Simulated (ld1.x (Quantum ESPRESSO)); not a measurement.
**Scattering properties, PAW potential for thulium**

Tm (Z = 69), PAW, made with ld1.x (Quantum ESPRESSO) 7.5 (LDA (PZ), scalar-relativistic). Core [Kr] 4d10, reference 4f13 5s2 5p6 5d0 6s2 6p0. Waves: 5s (bound): rcut 1.80, rcutus 2.50 bohr; 6s (bound): rcut 1.80, rcutus 2.50 bohr; 5p (bound): rcut 1.95, rcutus 2.15 bohr; 6p (bound, empty): rcut 1.95, rcutus 2.15 bohr; 5d (bound, empty): rcut 2.45, rcutus 3.35 bohr; 5d channel at 0.55 Ry: rcut 2.45, rcutus 3.35 bohr; 4f (bound): rcut 0.85, rcutus 1.10 bohr; 4f channel at 0.35 Ry: rcut 0.85, rcutus 1.10 bohr. Local part: all-electron potential smoothed inside 1.80 bohr (lloc = -1). Core correction: Bessel-smoothed model core inside 1.10 bohr. Augmentation charge: BESSEL, radius 0.65 bohr.

The phase is arctan(r·u′/u) with u = r·R(r), unwrapped; energies in Ry, scanned from -6 to 5 Ry. A pole is an energy at which the radial function vanishes at the test radius. The pseudo phase is shifted by a multiple of π to meet the all-electron one at the reference energy, and phase errors are pseudo minus all-electron; the curves can meet again beyond the range given. Levels narrower than the energy grid can be missing from the lists of poles. Where the grid stepped over a known ghost or core level, its pole and its step of π were put in at the level’s energy.

```json
{"channel": "p", "radius (bohr)": "3.66", "reference energy (Ry)": "-0.09", "poles, all-electron": "-1.97, 1.58", "poles, pseudo": "-1.97, 1.58", "unbroken range about the reference energy with phases within 0.05 rad": "below 3.5", "phase error 1 Ry above the reference energy (rad)": "+0.000"}
{"channel": "d", "radius (bohr)": "3.66", "reference energy (Ry)": "-0.07", "poles, all-electron": "0.29, 3.31", "poles, pseudo": "-0.21, 0.29, 4.86", "unbroken range about the reference energy with phases within 0.05 rad": "-0.2 to 1.2", "phase error 1 Ry above the reference energy (rad)": "+0.009"}
{"channel": "f", "radius (bohr)": "3.66", "reference energy (Ry)": "-0.24", "poles, all-electron": "-0.23, 2.30", "poles, pseudo": "-0.23, 2.30", "unbroken range about the reference energy with phases within 0.05 rad": "the whole range", "phase error 1 Ry above the reference energy (rad)": "-0.000"}
```

Note: ghost state, extra bound levels that the all-electron valence spectrum of the same l lacks: d at -2.87 eV (s, p not tested). A true bound ghost makes a file unfit for plane-wave use. Its overlap operator is not positive definite in a basis up to 400 Ry (lowest eigenvalue s -0.02, p -0.05), so the file is unfit for use: the generalised eigenproblem breaks down once the basis is large enough, and its test numbers describe a broken file.

Phases in the d channel:

```json
{"E (Ry)": "-6.00", "all-electron": "1.459", "pseudo": "4.600"}
{"E (Ry)": "-5.48", "all-electron": "1.454", "pseudo": "4.595"}
{"E (Ry)": "-4.96", "all-electron": "1.448", "pseudo": "4.588"}
{"E (Ry)": "-4.44", "all-electron": "1.440", "pseudo": "4.581"}
{"E (Ry)": "-3.92", "all-electron": "1.432", "pseudo": "4.572"}
{"E (Ry)": "-3.40", "all-electron": "1.421", "pseudo": "4.561"}
{"E (Ry)": "-2.88", "all-electron": "1.408", "pseudo": "4.547"}
{"E (Ry)": "-2.36", "all-electron": "1.391", "pseudo": "4.529"}
{"E (Ry)": "-1.84", "all-electron": "1.365", "pseudo": "4.503"}
{"E (Ry)": "-1.32", "all-electron": "1.324", "pseudo": "4.459"}
{"E (Ry)": "-0.80", "all-electron": "1.239", "pseudo": "4.368"}
{"E (Ry)": "-0.28", "all-electron": "0.798", "pseudo": "3.864"}
{"E (Ry)": "0.24", "all-electron": "-1.530", "pseudo": "-1.528"}
{"E (Ry)": "0.76", "all-electron": "-1.816", "pseudo": "-1.814"}
{"E (Ry)": "1.28", "all-electron": "-2.308", "pseudo": "-2.202"}
{"E (Ry)": "1.80", "all-electron": "-4.113", "pseudo": "-3.686"}
{"E (Ry)": "2.32", "all-electron": "-4.530", "pseudo": "-4.372"}
{"E (Ry)": "2.84", "all-electron": "-4.651", "pseudo": "-4.542"}
{"E (Ry)": "3.36", "all-electron": "-4.719", "pseudo": "-4.617"}
{"E (Ry)": "3.88", "all-electron": "-4.775", "pseudo": "-4.661"}
{"E (Ry)": "4.40", "all-electron": "-4.841", "pseudo": "-4.691"}
{"E (Ry)": "4.92", "all-electron": "-4.968", "pseudo": "-4.715"}
```
